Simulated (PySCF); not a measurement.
**Bromine: highly charged ions in a basis for the neutral atom**

Br¹²⁺ [Ar] 3d5, Br¹³⁺ [Ar] 3d4. Calculation: PySCF 2.14, in def2-TZVP (6s5p4d1f, 48 functions); the non-relativistic Hamiltonian (point nucleus). No spin-orbit coupling, so a gap to NIST mixes the basis error with missing relativistic terms.

Changed run: basis of the neutral atom used for a highly charged ion. This setting is unsound on purpose.

```
species  method  sound run (hartree)  changed run (hartree)  converged
  Br¹²⁺     UHF              not run            -2510.31502        yes
  Br¹²⁺   M06-L              not run            -2511.39699         no
  Br¹²⁺    TPSS              not run            -2511.28904        yes
  Br¹³⁺     UHF              not run            -2495.54363        yes
  Br¹³⁺   M06-L              not run            -2496.58802        yes
  Br¹³⁺    TPSS              not run            -2496.53845        yes
```

Ionisation energy of Br¹²⁺:

```tsv
method	changed run (eV)	NIST (eV)
UHF	401.95	393 ± 3
TPSS	401.38	393 ± 3
```

The contracted functions were made for the neutral atom and can be too rigid for a highly charged ion.
